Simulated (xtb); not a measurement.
C₂H₂N (SMILES [CH2-]C#N), charge -1, singlet, at a GFN2-xTB geometry. Base run: xtb with GFN0-xTB.

Geometry (Å):
```xyz
5

C      0.0024    -0.0574    -1.1743
C     -0.0003    -0.0094     0.1735
N     -0.0030     0.1528     1.3410
H      0.9230    -0.3320    -1.6894
H     -0.9147    -0.3370    -1.6929
```
Charge -1, spin multiplicity 1.
All else is at xtb's defaults.
Base energy -9.70509 Eh.

Each row names what was changed in the base input (with any setting that the change needs).

| change | ΔE vs base (kJ/mol) | HOMO-LUMO gap (eV) |
|---|---|---|
| base | 0.00 | 3.90 |
| acc = 0.0001 | 0.00 | 3.90 |
| etemp = 3000 | -0.05 | 3.90 |
